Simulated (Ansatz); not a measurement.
The cluster PtBr2. Total charge 0; singlet. Geometry relaxed at B3LYP-D4/def2-TZVP.

```
atom    x (Å)    y (Å)    z (Å)
 Pt1  -0.0140   0.4749   0.7169
 Br2   1.8676  -0.6349  -0.0589
 Br3  -1.8537   0.1601  -0.6580
```

In the def2 sets Pt takes a core potential; there is no spin–orbit coupling. The restricted singlet is unstable towards broken spin symmetry at other levels; at B3LYP-D4/def2-TZVP this wasn't settled. The relaxation made no stability test and no search for a lower SCF solution. The geometry of the singlet was relaxed on an unsound state (restricted singlet, unstable towards broken spin symmetry at other levels and untested here). At PBE0-D4/def2-TZVP a triplet of charge 0 lies 0.50 eV below the restricted singlet, each at its own geometry. The structure comes from a short search, and lower isomers may exist.

Q: Estimate the harmonic wavenumbers at RKS B3LYP-D4/def2-TZVP (Ansatz, unscaled). Is this a minimum?

A: 48, 262, 281 cm⁻¹. Yes, no mode is imaginary beyond noise. Zero-point energy 3.5 kJ/mol. Run time 32 s (4 threads of Arm Neoverse V1 on a shared host).
